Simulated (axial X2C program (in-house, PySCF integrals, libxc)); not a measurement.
## Density and ELF of SbS⁻

Computed with an in-house all-electron X2C program for linear molecules (integrals from PySCF). Spin-free means the one-electron spin-free X2C Hamiltonian. Basis: Sb dyall-acv3z [12s13p9d5f1g], S dyall-av3z [9s8p3d2f] (cores contracted in-house); Gaussian nuclei, density fitting, unrestricted open shells. Masses: Sb 120.904 u, S 31.972 u.

PBE0, without spin–orbit coupling, state M_S = 1, Λ = 0 (beyond evenly filled blocks: π+α, π-α); Sb at z = 0, S at z = 2.314 Å.

The maps cover the half plane through the axis: z from -2.4 to 4.5 Å along the bond, ρ from 0.15 to 2.25 Å away from it (steps of 0.3 Å, the bottom row nearest the axis).

log10 of the density in e/bohr³:

digits 0 to 9 span -4.05 to 1.83 evenly
```
001122222222111111111000
011222233222222222221100
112223333333333333322110
112233444433333443332211
122334444444444444433211
122344555554445555443221
123345577755555565543321
123345689865555786544321
```

Electron localisation function (collinear form, no current term, damped to 0 at low density):

digits 0 to 9 span 0.00 to 1.00 evenly
```
001356666421000122210000
013567877641112344431000
014678888652124566643100
024678877653346777764210
024677643334467888875310
024675323223577788886310
024663367632675002886410
024652547451671881686420
```

Axial spin density in 10⁻³ e/bohr³:

digits 0 to 9 span -6.22 to 6.22 evenly, values beyond are clipped
```
555556666655544455555555
555566777765544555555555
555668999975444555555555
555679999996445677655555
555689999996446999865555
555579999996447999965555
444456638376437999854444
444332479455434694234444
```

The state is one determinant whose occupation by symmetry is held fixed; it was picked as the lowest of a PBE0 search that is not exhaustive. Other states lie close and PBE0, whose exact exchange favours high spin, may order them wrongly; the determinant shown need not be the ground state. The nearest other spin-free determinant of the search, M_S = 0, Λ = 2, lies 0.57 eV up at the distance of the search. The highest occupied level of some functionals is positive through self-interaction error; at Hartree–Fock it is bound.
